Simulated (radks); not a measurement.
Species: Sc. Configuration: [Ar] 3d1 4s1 4p1 (not the ground configuration).

All-electron calculation, non-relativistic Kohn-Sham, PBEsol, spin-unpolarised, spherical densities, point nucleus. Program: a radial shooting solver on a logarithmic mesh with Libxc functionals.

Energy parts (eV):
| part | energy |
|---|---|
| total | -20663.876 |
| kinetic | 20641.642 |
| electron-nucleus | -48922.500 |
| Hartree | 8642.699 |
| exchange-correlation | -1025.717 |

Orbitals (lengths in bohr, moments of r in powers of bohr):
orbital  occ.  eigenvalue (eV)     <r^2>
1s          2        -4366.488  0.007283
2s          2        -470.1560    0.1420
2p          6        -388.6721    0.1178
3s          2         -55.5369     1.351
3p          6         -34.7959     1.613
4s          1          -4.8243     15.46
3d          1          -4.4968     4.258
4p          1          -2.0311     27.09

The highest occupied level is 4p at -2.031 eV. Virial ratio -V/T = 2.00108.
